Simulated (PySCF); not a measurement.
Input and output of a core-ionisation job on `S[C@@H]1CC[AsH]C1`.

Computed with PySCF, delta-SCF UKS SCAN, pcX-2 on the ionised atom, pcseg-1 elsewhere, spin-free X2C.

Input of the driver that calls PySCF (job settings, then Cartesian coordinates in Å):

```
{"job": {"kind": "xps"}, "charge": 0, "multiplicity": 1}
S     -2.4989     0.2417    -0.1133
C     -0.7304     0.0882     0.3252
C      0.1897     0.9563    -0.5289
C      1.6416     0.6065    -0.2034
As     1.6874    -1.3496     0.2257
C     -0.2951    -1.3581     0.1408
H     -2.6146     1.5618     0.1496
H     -0.6160     0.3611     1.3880
H     -0.0160     2.0283    -0.3742
H     -0.0311     0.7429    -1.5884
H      2.0145     1.1637     0.6677
H      2.3165     0.8166    -1.0449
H      1.7317    -1.1461     1.7404
H     -0.7248    -2.0411     0.8870
H     -0.5848    -1.7218    -0.8590
```

Output:

```
ground state, core basis on atom 0 (S), 188 functions
  cycle   1  E = -2812.47387439  |g| = 4.50e-01
  cycle   2  E = -2812.39629462  |g| = 6.80e-01
  cycle   3  E = -2812.52672792  |g| = 1.07e-01
  cycle   4  E = -2812.52984682  |g| = 3.95e-02
  cycle   5  E = -2812.53017390  |g| = 1.25e-02
  cycle   6  E = -2812.53021765  |g| = 3.83e-03
  cycle   7  E = -2812.53022115  |g| = 1.02e-03
  cycle   8  E = -2812.53022071  |g| = 4.83e-04
  E(ground) = -2812.44201940 Eh
hole in S 1s of atom 0
  cycle   1  E = -2720.29761970  |g| = 5.08e+00
  cycle   2  E = -2718.62471388  |g| = 2.66e+00
  cycle   3  E = -2706.47085493  |g| = 3.30e+00
  cycle   4  E = -2721.48594987  |g| = 2.32e-01
  cycle   5  E = -2721.48413043  |g| = 2.33e-01
  cycle   6  E = -2721.51001138  |g| = 4.84e-02
  cycle   7  E = -2721.51120499  |g| = 1.68e-02
  cycle   8  E = -2721.51134951  |g| = 6.03e-03
  cycle   9  E = -2721.51137121  |g| = 2.27e-03
  cycle  10  E = -2721.51137293  |g| = 4.49e-04
  E(ion) = -2721.41513805 Eh   <S^2> = 0.7516   hole on atom = 1.000   binding energy = 2476.968 eV
hole in S 2p of atom 0
  cycle   1  E = -2805.85745840  |g| = 1.53e+00
  cycle   2  E = -2803.99371576  |g| = 1.88e+00
  cycle   3  E = -2805.83754469  |g| = 7.93e-01
  cycle   4  E = -2806.28173461  |g| = 1.53e-01
  cycle   5  E = -2806.28754482  |g| = 1.41e-01
  cycle   6  E = -2806.29754648  |g| = 4.71e-02
  cycle   7  E = -2806.29871019  |g| = 1.17e-02
  cycle   8  E = -2806.29878723  |g| = 3.65e-03
  cycle   9  E = -2806.29879578  |g| = 1.52e-03
  cycle  10  E = -2806.29879584  |g| = 6.97e-04
  cycle  11  E = -2806.29879582  |g| = 3.99e-04
  E(ion) = -2806.21702328 Eh   <S^2> = 0.7528   hole on atom = 1.001   binding energy = 169.391 eV
  2p3/2 = 169.186 eV   2p1/2 = 170.445 eV
ground state, core basis on atom 1 (C), 177 functions
  cycle   1  E = -2812.38393972  |g| = 6.51e-02
  cycle   2  E = -2812.38368010  |g| = 4.44e-02
  cycle   3  E = -2812.38407389  |g| = 2.49e-02
  cycle   4  E = -2812.38424228  |g| = 5.98e-03
  cycle   5  E = -2812.38425446  |g| = 8.37e-04
  cycle   6  E = -2812.38425467  |g| = 2.50e-04
  E(ground) = -2812.31014227 Eh
hole in C 1s of atom 1
  cycle   1  E = -2801.09085859  |g| = 1.52e+00
  cycle   2  E = -2799.54962057  |g| = 2.32e+00
  cycle   3  E = -2801.57998418  |g| = 4.41e-01
  cycle   4  E = -2801.64768871  |g| = 2.29e-01
  cycle   5  E = -2801.67504712  |g| = 8.30e-02
  cycle   6  E = -2801.67832651  |g| = 1.72e-02
  cycle   7  E = -2801.67849934  |g| = 7.30e-03
  cycle   8  E = -2801.67854772  |g| = 3.52e-03
  cycle   9  E = -2801.67855567  |g| = 2.24e-03
  cycle  10  E = -2801.67855928  |g| = 9.69e-04
  cycle  11  E = -2801.67856086  |g| = 3.86e-04
  E(ion) = -2801.60486756 Eh   <S^2> = 0.7789   hole on atom = 1.000   binding energy = 291.305 eV
ground state, core basis on atom 2 (C), 177 functions
  cycle   1  E = -2812.38287320  |g| = 5.79e-02
  cycle   2  E = -2812.38281907  |g| = 2.24e-02
  cycle   3  E = -2812.38280465  |g| = 2.33e-02
  cycle   4  E = -2812.38294393  |g| = 3.36e-03
  cycle   5  E = -2812.38294495  |g| = 5.48e-04
  cycle   6  E = -2812.38294494  |g| = 9.41e-05
  E(ground) = -2812.30934295 Eh
hole in C 1s of atom 2
  cycle   1  E = -2801.12350770  |g| = 1.52e+00
  cycle   2  E = -2800.02031286  |g| = 2.08e+00
  cycle   3  E = -2801.61248685  |g| = 4.14e-01
  cycle   4  E = -2801.65944774  |g| = 2.64e-01
  cycle   5  E = -2801.69648609  |g| = 7.12e-02
  cycle   6  E = -2801.69853201  |g| = 1.84e-02
  cycle   7  E = -2801.69869265  |g| = 9.45e-03
  cycle   8  E = -2801.69874627  |g| = 3.66e-03
  cycle   9  E = -2801.69875430  |g| = 1.50e-03
  cycle  10  E = -2801.69875690  |g| = 7.88e-04
  cycle  11  E = -2801.69875738  |g| = 3.09e-04
  E(ion) = -2801.62432336 Eh   <S^2> = 0.7702   hole on atom = 1.000   binding energy = 290.754 eV
ground state, core basis on atom 3 (C), 177 functions
  cycle   1  E = -2812.38409132  |g| = 5.82e-02
  cycle   2  E = -2812.38404109  |g| = 2.30e-02
  cycle   3  E = -2812.38404628  |g| = 2.20e-02
  cycle   4  E = -2812.38417223  |g| = 3.01e-03
  cycle   5  E = -2812.38417588  |g| = 5.33e-04
  cycle   6  E = -2812.38417592  |g| = 7.61e-05
  E(ground) = -2812.31010942 Eh
hole in C 1s of atom 3
  cycle   1  E = -2801.12440411  |g| = 1.52e+00
  cycle   2  E = -2798.70528373  |g| = 2.49e+00
  cycle   3  E = -2801.53362514  |g| = 5.20e-01
  cycle   4  E = -2801.66038860  |g| = 2.89e-01
  cycle   5  E = -2801.70854173  |g| = 9.65e-02
  cycle   6  E = -2801.71292061  |g| = 2.64e-02
  cycle   7  E = -2801.71326366  |g| = 1.09e-02
  cycle   8  E = -2801.71332836  |g| = 4.54e-03
  cycle   9  E = -2801.71333959  |g| = 2.37e-03
  cycle  10  E = -2801.71334318  |g| = 1.03e-03
  cycle  11  E = -2801.71334550  |g| = 3.09e-04
  E(ion) = -2801.63904183 Eh   <S^2> = 0.7731   hole on atom = 1.000   binding energy = 290.375 eV
ground state, core basis on atom 5 (C), 177 functions
  cycle   1  E = -2812.38389467  |g| = 5.72e-02
  cycle   2  E = -2812.38385329  |g| = 1.99e-02
  cycle   3  E = -2812.38379773  |g| = 2.41e-02
  cycle   4  E = -2812.38395917  |g| = 2.73e-03
  cycle   5  E = -2812.38396063  |g| = 6.18e-04
  cycle   6  E = -2812.38396128  |g| = 1.01e-04
  E(ground) = -2812.31012648 Eh
hole in C 1s of atom 5
  cycle   1  E = -2801.12197034  |g| = 1.52e+00
  cycle   2  E = -2799.95677149  |g| = 2.09e+00
  cycle   3  E = -2801.62796953  |g| = 4.06e-01
  cycle   4  E = -2801.68920557  |g| = 1.93e-01
  cycle   5  E = -2801.70808436  |g| = 7.70e-02
  cycle   6  E = -2801.71086840  |g| = 1.40e-02
  cycle   7  E = -2801.71097116  |g| = 5.56e-03
  cycle   8  E = -2801.71098793  |g| = 2.82e-03
  cycle   9  E = -2801.71099820  |g| = 1.33e-03
  cycle  10  E = -2801.71099894  |g| = 6.82e-04
  cycle  11  E = -2801.71099492  |g| = 1.98e-04
  E(ion) = -2801.63641783 Eh   <S^2> = 0.7722   hole on atom = 1.000   binding energy = 290.446 eV
```

Atoms in this output count from 0. The cycles run on a coarser grid; E(ground) and E(ion) are re-evaluated on a finer one, so they differ from the last cycles. The 2p3/2 and 2p1/2 values come from a spin–orbit splitting computed afterwards within the 2p shell; their 2:1 mean is the average over the three 2p orbitals, so it can differ from the printed binding energy of the one hole solved. For S2p on atom 0 the hole solved lies over 0.1 eV from the shell's mean, so the printed split holds more than spin–orbit coupling. The run used up to 188 basis functions and 97 SCF iterations in all.

Binding energies (atoms from 0): S1s of atom 0 2476.97 eV; S2p of atom 0 169.61 eV (mean of the shell); C1s of atom 1 291.31 eV; C1s of atom 2 290.75 eV; C1s of atom 3 290.37 eV; C1s of atom 5 290.45 eV.

One conformer (not necessarily the lowest) at the PBE0-D3(BJ)/def2-SVP geometry, without solvent, vibrations or thermal averaging.
